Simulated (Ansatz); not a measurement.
```yaml
crystal:
  periodic: [false, false, false]
  atoms:
    - {symbol: B, position_ang: [0.354122, -0.500087, -1.226592]}
    - {symbol: S, position_ang: [0.455911, -0.995806, 0.466036]}
    - {symbol: C, position_ang: [-0.313466, 0.423884, 1.271826]}
    - {symbol: O, position_ang: [-0.452409, 0.503597, 2.447576]}
    - {symbol: H, position_ang: [0.790714, -1.243938, -2.045443]}
    - {symbol: H, position_ang: [-0.141128, 0.550047, -1.504246]}
    - {symbol: H, position_ang: [-0.632445, 1.194402, 0.545143]}
basis:
  gaussian: {orbitals: def2-TZVPP, fitting: {mean_field: def2-universal-jkfit}, final_grid: {core_spheres: 20, valence_spheres: 16, degree: 47}}
hamiltonian: {xc: {name: PBE-QIDH}}
kpoints: {mp_grid: {grid: [2, 2, 2]}}
output: {forces: true}
```

```sh
$ ansatz run in.yaml --threads 2 --pin off --events-out ev --progress --plain --max-ram 4352MiB
```

It prints (some lines left out):

```
Error: invalid value for `basis.gaussian`: such a run doesn't read kpoints; remove what it names
```

In this input the input holds a key that doesn't belong there. The input was rejected before any iteration.
